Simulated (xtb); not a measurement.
C4H8OSi, SMILES C/C=C1/OC[SiH2]1. All values are semi-empirical tight-binding results from xtb (GFN2-xTB unless named), good for trends rather than for accurate numbers. The structure is a stationary point at GFN2-xTB. The structure was generated by enumeration; whether it is a known compound was not checked.

```
Property                                         Result
----------------------------------------  -------------
point group as xtb finds it                          Cs
orbital gap                                     3.73 eV
dipole moment                                    2.59 D
zero-point energy                         66.0 kcal/mol
G − E(el) at 298.15 K (modified RRHO)     46.4 kcal/mol
static polarisability (D4 model)             77.6 bohr³
solvation energy, GFN2-xTB/ALPB(water)    -1.9 kcal/mol
solvation energy, GFN2-xTB/ALPB(octanol)  -4.5 kcal/mol
```
